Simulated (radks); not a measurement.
Ionisation ladder of phosphorus, from P I to P XI. Each ion is in the ground configuration listed by NIST, and IE = E(next ion) - E(this ion). All-electron calculation, scalar-relativistic Kohn-Sham, r2SCAN, spin-polarised, spherical densities, finite nucleus; open shells are filled with parallel spins first; meta-GGA in the generalised Kohn-Sham scheme; Fermi nuclear charge, rms radius 3.1889 fm. Program: a radial shooting solver on a logarithmic mesh with Libxc functionals.

species  configuration  E (hartree)  IE, Delta-SCF (eV)  -e(HOMO) (eV)     HOMO  IE, NIST (eV)       kind  error (eV)
P I       [Ne] 3s2 3p3   -342.10912              10.903          6.684    3p up         10.487       exp.      +0.417
P II      [Ne] 3s2 3p2   -341.70843              20.057         15.320    3p up         19.769  semi-emp.      +0.287
P III     [Ne] 3s2 3p1   -340.97135              29.964         24.927    3p up         30.203       exp.      -0.239
P IV          [Ne] 3s2   -339.87020              50.750         45.820       3s         51.444       exp.      -0.694
P V           [Ne] 3s1   -338.00519              64.963         59.836    3s up         65.025       exp.      -0.062
P VI              [Ne]   -335.61784              222.62         202.11       2p         220.43  semi-emp.        +2.2
P VII     [He] 2s2 2p5   -327.43680              264.67         243.45  2p down          263.6  semi-emp.        +1.1
P VIII    [He] 2s2 2p4   -317.71031              307.36         286.05  2p down          309.6  semi-emp.        -2.2
P IX      [He] 2s2 2p3   -306.41503              376.00         350.98    2p up          372.3  semi-emp.        +3.7
P X       [He] 2s2 2p2   -292.59728              426.91         401.30    2p up          424.4  semi-emp.        +2.5
P XI      [He] 2s2 2p1   -276.90881              478.05         452.60    2p up         479.44  semi-emp.        -1.4

Reference values: NIST Atomic Spectra Database (exp. = measured, semi-emp. = semi-empirical, theory = theoretical value adopted there). The ionisation energy per charge of the ion left behind rises most, in proportion, at P VI ([Ne]), from 12.993 to 37.103 eV. Against the entries that are not theoretical the mean signed error is +0.5 % and the largest +4.0 %. Open shells are spherical and high-spin; term and fine-structure splittings are not resolved.
